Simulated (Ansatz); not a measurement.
H3Si (SMILES [SiH3-]), charge -1, multiplicity 1, relaxed at each level with Ansatz (a first-principles code); harmonic frequencies from differences of analytic forces, average atomic masses, frozen cores.

Q: Give the equilibrium geometry, the harmonic frequencies and the zero-point energy at CCSD(T)/cc-pV(D+d)Z.

A: 
(charge -1, multiplicity 1):
```xyz
4

Si    -0.001     0.000     0.152
H     -0.529     1.195    -0.687
H      1.308    -0.135    -0.671
H     -0.762    -1.062    -0.687
```
Frequencies (cm⁻¹): 937, 984, 984, 1895, 1895, 1917. Zero-point energy 12.31 kcal/mol.

Q: Give the equilibrium geometry, the harmonic frequencies and the zero-point energy at CCSD(T)/cc-pV(T+d)Z.

A: 
(charge -1, multiplicity 1):
```xyz
4

Si    -0.001     0.000     0.148
H     -0.527     1.190    -0.686
H      1.303    -0.135    -0.669
H     -0.759    -1.057    -0.685
```
Frequencies (cm⁻¹): 906, 974, 974, 1885, 1885, 1912. Zero-point energy 12.20 kcal/mol.
